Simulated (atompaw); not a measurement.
tungsten: one change to a PAW (atompaw) potential, before and after

- Element: W (Z = 74)
- Generator: atompaw 4.2.0.5
- Type: PAW
- Functional: LDA (PW92)
- Relativity: non-relativistic
- Frozen core: [Kr] 4d10 4f14 5s2
- Valence charge: 12
- Reference configuration: 5p6 5d4 6s2 6p0
- Partial waves: 6s (bound): rc 3.00 bohr; 6s channel at 3.55 Ry: rc 3.00 bohr; 5p (bound): rc 1.55 bohr; 6p (bound, empty): rc 3.00 bohr; 5d (bound): rc 2.40 bohr; 5d channel at 3.6 Ry: rc 3.00 bohr
- Local potential: vpsmatchnc scheme with l = 3 at 0 Ry, radius 2.70 bohr
- Core correction: smooth core density matched at 2.45 bohr
- Augmentation charge: sinc compensation charge, radius 2.45 bohr; PAW radius 3.00 bohr; waves and projectors: custom rrkj vanderbiltortho

All-electron outer shells of the reference configuration (LDA (PW92), non-relativistic, ld1.x):

```tsv
shell	level (eV)	outermost node (bohr)	outermost maximum (bohr)
5s	-65.19	0.58	1.05
4f	-42.20	–	0.42
5p	-40.93	0.59	1.13
5d	-6.00	0.63	1.47
6s	-4.94	1.40	2.92
6p	-1.60	1.59	3.84
```

Change: all radii scaled by about 0.91 (s 2.72, p 1.40, d 2.18 bohr); local potential vpsmatchnc scheme with l = 3 at 0 Ry, radius 2.44 bohr; augmentation sinc compensation charge, radius 2.22 bohr; PAW radius 2.72 bohr; waves and projectors: custom rrkj vanderbiltortho; core correction smooth core density matched at 2.22 bohr.

Cutoffs: the cutoffs (Ry, on a coarse ladder) from which the occupation-weighted sum of valence levels, in a spherical-Bessel basis at the reference potential, stays within 10 and 1 mRy of its value at 400 Ry; they do not see the model core or the augmentation charge, which bear on the density cutoff.

Q: What does the change do?

A: The potential gets harder (35 Ry and 60 Ry → 40 Ry and 70 Ry); both files keep a bound ghost (s). A smaller radius makes the pseudo-wave follow the all-electron one further in, where it bends more sharply, so more plane waves are needed.

```tsv
quantity	base	changed
cutoff, loose	35 Ry	40 Ry
cutoff, tight	60 Ry	70 Ry
loose cutoff by channel (10 mRy a level)	s 6 Ry, p 25 Ry, d 15 Ry	s 6 Ry, p 30 Ry, d 18 Ry
bound ghosts	s	s
lowest overlap eigenvalue by channel	s 0.23, p 0.43, d 0.60	s 0.60, p 0.46, d 0.65
```

 A true bound ghost makes a file unfit for plane-wave use even where its test errors are small: the radial tests pick states by their node count and pass the ghost by. The cutoffs see the waves, projectors and local potential, not the compensation charge or the core.
